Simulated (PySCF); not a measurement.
**B⁺ (boron, charge +1) across methods**

[He] 2s1 3d1, high-spin 3D determinant (an excited configuration). All numbers are calculated (PySCF 2.14, no relativity, point nucleus, in aug-cc-pwCVDZ (5s4p2d, 27 functions)).

| method | E (hartree) | mean ε 1s β (eV) | mean ε 2s α (eV) | mean ε 3d α (eV) | Σ⟨r²⟩ (bohr²) | ⟨S²⟩ |
| --- | --- | --- | --- | --- | --- | --- |
| M06-2X | -23.6679 | -217.28 | -27.866 | -5.225 | 20.46 | 2.000 |
| BHandHLYP | -23.6654 | -218.08 | -27.977 | -5.111 | 20.69 | 2.000 |
| UHF | -23.58736 | -231.48 | -30.499 | -5.806 | 20.90 | 2.000 |
| PBEsol | -23.5123 | -201.88 | -25.226 | -4.473 | 20.49 | 2.000 |
| HSE06 | -23.6455 | -209.94 | -26.358 | -4.609 | 20.58 | 2.000 |
| LDA | -23.3801 | -201.02 | -25.217 | -4.355 | 20.49 | 2.000 |
| PBE0 | -23.6418 | -210.33 | -26.773 | -4.965 | 20.56 | 2.000 |
| r2SCAN | -23.6620 | -206.23 | -25.758 | -4.439 | 20.65 | 2.000 |
| PBE | -23.6393 | -203.00 | -25.391 | -4.583 | 20.46 | 2.000 |

The outer electron is Rydberg-like, and this basis confines it to a smaller radius and binds it less than a complete one would.
